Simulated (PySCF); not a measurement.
NICS in rings of unrelated molecules.

NICS is the negative of the GIAO shielding at a point without a nucleus: at the ring centre (0) and 1 Å above and below it (1); zz is the component along the ring normal. Level: GIAO PBE0/pcSseg-1 (PySCF, non-relativistic, gas phase) on the GFN2-xTB geometries, one conformer each. Atom numbers follow the mapped SMILES.

Problem. Order these rings by mean NICS(1)zz, lowest (most negative) first (ppm).
A. ring C3–C4–C5–O6–C7 in `[N:1]#[C:2][c:3]1[cH:4][cH:5][o:6][cH:7]1`
B. ring C2–C3–C4–C5–C8–C9 in `[F:1][c:2]1[cH:3][cH:4][c:5]([C:6]#[P:7])[cH:8][cH:9]1`
C. ring C2–C3–C4–C6–Si7 in `[CH3:1][C:2]1=[CH:3][C:4]([F:5])=[CH:6][Si:7]1([F:8])[F:9]`
D. ring C3–C4–C5–Si7 in `[CH3:1][CH2:2][C@@H:3]1[CH2:4][C:5](=[O:6])[Si@H:7]1[NH2:8]`

Solution. A (-26.8), B (-25.6), D (-1.0), C (10.2).

```tsv
SMILES	ring	NICS(0)	NICS(1)	NICS(1)zz	HOMA	rms pucker (Å)	ring atoms with four or more neighbours
N#Cc1ccoc1	5-membered ring with O; formal bonds all aromatic	-13.0	-10.6	-26.8	0.51	0.00	0
Fc1ccc(C#P)cc1	6-membered carbocycle; formal bonds all aromatic	-10.3	-11.0	-25.6	0.98	0.00	0
CC[C@@H]1CC(=O)[Si@H]1N	4-membered ring with Si; formal bonds all single	7.2	-1.3	-1.0	–	0.09	3
CC1=CC(F)=C[Si]1(F)F	5-membered ring with Si; formal bonds 2 double, 3 single	1.5	0.6	10.2	–	0.00	1
```

NICS(0) gives another order. The isotropic NICS(1) gives another order. HOMA uses Krygowski's 1993 parameters; it is left out where a ring has a four-coordinate atom, a triple bond, no multiple bond or a kind of bond without parameters. NICS(1) and NICS(1)zz are means over the two faces.
